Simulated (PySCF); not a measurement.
**F: excitation energy**

F [He] 2s2 2p5 (2P) → F [He] 2s2 2p4 3s1, s spin flipped, as a difference of total energies. All numbers are calculated (PySCF 2.14, no relativity, point nucleus, in aug-cc-pVQZ with one added diffuse shell each of s, p, d, f, g type (7s6p5d4f3g, 105 functions)). Correlated levels: valence: 1s2 frozen. The calculations carry no spin-orbit coupling.

```
           method  excitation energy (eV)
              UHF                  11.311
              LDA                  13.232
              PBE                  12.959
             PBE0                  12.796
           r2SCAN                  12.986
            M06-L                  13.109
            TPSSh                  12.809
    MP2 (valence)                  12.910
SCS-MP2 (valence)                  12.932
```

Question: Estimate what TPSS gives.

Answer: 12.862 eV, closest to MP2 (valence) among the rows shown.

Question: Estimate what wB97X-V gives.

Answer: 13.004 eV, closest to r2SCAN among the rows shown.

The upper determinant mixes two multiplicities, so it lies between the two terms.

The promoted electron is Rydberg-like, and one or two diffuse shells describe it only roughly, which tends to raise the upper state.
